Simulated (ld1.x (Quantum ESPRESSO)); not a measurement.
Which change was made? (B, TM)

* Element: B
* Generator: ld1.x (Quantum ESPRESSO) 7.5
* Type: norm-conserving Troullier–Martins (Kleinman–Bylander form)
* Functional: PBE
* Relativity: non-relativistic
* Frozen core: [He]
* Valence charge: 3
* Reference configuration: 2s2 2p1
* Partial waves: 2s (bound): rc 1.20 bohr; 2p (bound): rc 2.40 bohr; 3d channel at 0.35 Ry: rc 2.40 bohr
* Local potential: all-electron potential smoothed inside 1.45 bohr (lloc = -2)
* Core correction: none

Cutoffs, loose and tight: the cutoffs (Ry, on a coarse ladder) from which the occupation-weighted sum of valence levels, in a spherical-Bessel basis at the reference potential, stays within 10 and 1 mRy of its value at 400 Ry. They do not see the model core or the augmentation charge, which bear on the density cutoff. Test errors are all-electron minus pseudo excitation energies from the reference, over the configurations 2s2 2p0; 2s1 2p0; 2s2 2p0.5; 2s1 2p1; 2s1 2p2; 2s2 2p1.3; 2s0 2p3; variants that change the core or the reference have their own tests.

The base gives: outcome: generated; cutoff, loose: 21 Ry; cutoff, tight: 55 Ry; bound ghosts: none; largest test error (meV): +154.

Task: After one change the result is: outcome: generated; cutoff, loose: 90 Ry; cutoff, tight: 180 Ry; bound ghosts: none; largest test error (meV): +161. Which change was it?
A. wave 2s (bound): rc 1.20 bohr becomes 2s (bound): rc 1.82 bohr
B. wave 2s (bound): rc 1.20 bohr becomes 2s (bound): rc 1.06 bohr
C. wave 2s (bound): rc 1.20 bohr becomes 2s (bound): rc 0.80 bohr
D. wave 2s (bound): rc 1.20 bohr becomes 2s (bound): rc 0.90 bohr

Result: D. The others give: wave 2s (bound): rc 1.20 bohr becomes 2s (bound): rc 1.82 bohr → outcome: generated; cutoff, loose: 18 Ry; cutoff, tight: 40 Ry; bound ghosts: none; largest test error (meV): +150 | wave 2s (bound): rc 1.20 bohr becomes 2s (bound): rc 1.06 bohr → outcome: generated; cutoff, loose: 25 Ry; cutoff, tight: 70 Ry; bound ghosts: none; largest test error (meV): +155 | wave 2s (bound): rc 1.20 bohr becomes 2s (bound): rc 0.80 bohr → outcome: generated; cutoff, loose: 140 Ry; cutoff, tight: 180 Ry; bound ghosts: s; largest test error (meV): +162.
